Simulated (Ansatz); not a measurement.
Stretching the B1–I4 bond in BH2I (SMILES BI) (multiplicity 1 held, fragments rigid). Energies count from the point at 2.114 Å.
Geometry at that point (charge 0, multiplicity 1):
```xyz
4

B     -1.00687    -1.52824     0.26334
H     -0.62513    -2.30508     1.06916
H     -1.98652    -1.65891    -0.38610
I      0.14426     0.21897    -0.03773
```

Restricted levels (R-, RO-) in cc, def2 and unpolarised 6-31G sets keep to the state of the molecule at rest. U- levels take the lowest unrestricted solution at each point, which mixes spins at long bonds. Active spaces are followed from a long bond inwards. Curves can end on different states.

Cores are frozen in the correlated methods. Filled d and f shells under p-block atoms count as core.

Run with Ansatz (Gaussian basis) for Hartree–Fock, density functionals and correlated methods. Each number belongs to the level named beside it. In def2 rows elements past Kr take small-core potentials, without spin–orbit coupling.

Energies in kJ/mol.

| R (Å) | R-B3LYP/def2-TZVPP | U-wB97X-V/def2-TZVPP | R-MP2/def2-TZVPP | U-CCSD/def2-TZVPP | FIC-MRCISD+Q on CASSCF(6,4)/def2-TZVPP |
|---|---|---|---|---|---|
| 1.691 | 248 | 243 | 251 | 257 | 256 |
| 1.902 | 44 | 41 | 42 | 45 | 46 |
| 2.114 | 0 | 0 | 0 | 0 | 0 |
| 2.325 | 24 | 29 | 29 | 26 | 25 |
| 2.537 | 74 | 85 | 85 | 80 | 78 |
| 2.854 | 160 | 181 | 180 | 171 | 165 |
| 3.171 | 238 | 271 | 268 | 257 | 242 |
| 3.699 | 336 | 353 | 381 | 341 | 328 |
| 4.228 | 399 | 383 | 456 | 365 | 365 |
| 4.862 | 443 | 394 | 504 | 371 | 378 |
| 5.707 | 472 | 398 | 518 | 374 | 381 |
| 6.764 | 487 | 398 | 490 | 374 | 382 |

Doubts at one or more of the structures used: a restricted determinant that unrestricted orbitals would lower (R-B3LYP/def2-TZVPP, R-MP2/def2-TZVPP); a spin-contaminated determinant (U-wB97X-V/def2-TZVPP, U-CCSD/def2-TZVPP); T1 above 0.05 (U-CCSD/def2-TZVPP); the program's own flag: other amplitudes (U-CCSD/def2-TZVPP); active orbitals that take no part (FIC-MRCISD+Q on CASSCF(6,4)/def2-TZVPP).

Ansatz is a program for electronic structure.
